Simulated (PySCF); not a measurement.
Compound: 4-ethylpyridine 1-oxide, C7H9NO.
SMILES with atom numbers: `[CH3:1][CH2:2][c:3]1[cH:4][cH:5][n+:6]([O-:7])[cH:8][cH:9]1`

NICS is the negative of the GIAO shielding at a point without a nucleus: at the ring centre (0) and 1 Å above and below it (1); zz is the component along the ring normal. Level: GIAO PBE0/pcSseg-1 (PySCF, non-relativistic, gas phase) on the GFN2-xTB geometry, one conformer.

Ring bond lengths (Å), with Mayer bond orders in brackets: C3–C4 1.392 (1.36), C4–C5 1.373 (1.45), C5–N6 1.354 (1.13), N6–C8 1.354 (1.13), C8–C9 1.373 (1.44), C9–C3 1.392 (1.36).

What do the NICS probes read (ppm)?

```tsv
ring	type	NICS(0)	NICS(1), two faces	NICS(1)zz, two faces	rms pucker (Å)	centre to ring atoms, mean (Å)
C3–C4–C5–N6–C8–C9	6-membered ring with N; formal bonds all aromatic	-6.6	-8.6 / -8.6	-20.4 / -21.0	0.00	1.37
```

What do they say, and how far can they be read as aromaticity?

- C3–C4–C5–N6–C8–C9: mean NICS(1)zz -20.7 ppm, shielded. For a flat ring without four-coordinate atoms the NICS criterion counts such a value as aromatic.

And the bond-length index? HOMA = 1 − mean of α(R − Ropt)² over the ring bonds, with Krygowski's 1993 parameters (CC: Ropt 1.388 Å, α 257.7 Å⁻²; CN: Ropt 1.334 Å, α 93.52 Å⁻²).

- C3–C4–C5–N6–C8–C9: HOMA 0.97; the largest term is that of C8–C9, α(R − Ropt)² = 0.06. The geometric and the magnetic index point the same way.

At the second NICS(1) probe listed for ring C3–C4–C5–N6–C8–C9, 1 Å off the ring, what do the in-plane components average?

The isotropic value is a third of the trace: (3 × -8.6 − (-21.0))/2 = -2.4 ppm.

Give the inner angles of the rings and the Hirshfeld charges of the ring atoms.

- C3–C4–C5–N6–C8–C9: C3 116.5° (+0.004 e), C4 120.8° (-0.048 e), C5 121.9° (-0.002 e), N6 118.1° (+0.119 e), C8 121.9° (-0.002 e), C9 120.8° (-0.048 e); sum 720.0° against 720° for a flat convex ring.

What are the shieldings of the ring atoms and their hydrogens in the same run (means over atoms taken as equivalent)?

```csv
atoms,environment,σ isotropic (ppm),"principal values of the symmetric part, first atom (ppm)"
C3,substituted aromatic carbon,44.6,"-39.9, -6.3, 179.8"
C4 (×2),aromatic CH carbon,54.8,"-52.2, 55.5, 161.0"
C5 (×2),aromatic CH next to a ring nitrogen,42.7,"-36.0, 38.6, 125.5"
N6,N-oxide nitrogen,-66.9,"-182.6, -160.2, 142.2"
H on C4 (×2),aromatic hydrogen,24.56,"21.8, 23.0, 29.0"
H on C5 (×2),aromatic hydrogen,23.48,"20.3, 23.6, 26.5"
```

The values belong to the conformer `[CH3:1][CH2:2][c:3]1[cH:4][cH:5][n+:6]([O-:7])[cH:8][cH:9]1`: C1–C2–C3–C4 89°.
